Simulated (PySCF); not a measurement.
Relaxation of doublet OsO₂⁻

Level of theory: UB3LYP in PySCF with Os def2-SVPD with ECP60, O def2-SVPD; scalar-relativistic core potentials, no spin–orbit coupling; density-fitted integrals. A (50,194) grid was used.

A hand-made bent start, of C2v symmetry, held to at least that symmetry:

```xyz
3
charge -1 multiplicity 2, angstrom
Os    0.0000    0.0000   -0.1417
O     1.4171    0.0000    0.8506
O    -1.4171    0.0000    0.8506
```

Problem. What does it relax to?

Solution. It ends at C2v with Os–O 1.739 Å (×2); O–Os–O 151.6°. A frequency run shows a minimum.

Problem. How much energy is released, and in how many steps?

Solution. 96.7 kJ/mol in 6 steps.

Other spin states or occupations of the open shell can lie lower. No spin–orbit coupling is included, which matters more the heavier the element.
